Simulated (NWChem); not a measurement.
**Correlation energy of phosphorus nitride (NP)**

```xyz
2

N      0.0000     0.0000     1.0149
P      0.0000     0.0000    -0.4736
```
Charge 0, spin multiplicity 1.

Program: NWChem. All single points use one geometry, from PBE0/def2-SVP, a minimum by its harmonic frequencies.

Basis set: def2-QZVP. Each correlation energy counts from its own Hartree-Fock reference.

The correlated methods keep 6 core orbitals frozen. Coupled-cluster values serve here as a point of comparison, not as the truth.

Problem. For the correlation energy, MP2 gives -371.0 mHa and SCS-MP2 gives -365.6 mHa. What do CR-CCSD[T], CR-CCSD(T), CCSD give?

Solution. CR-CCSD[T]: -385.8 mHa; CR-CCSD(T): -384.8 mHa; CCSD: -365.3 mHa.
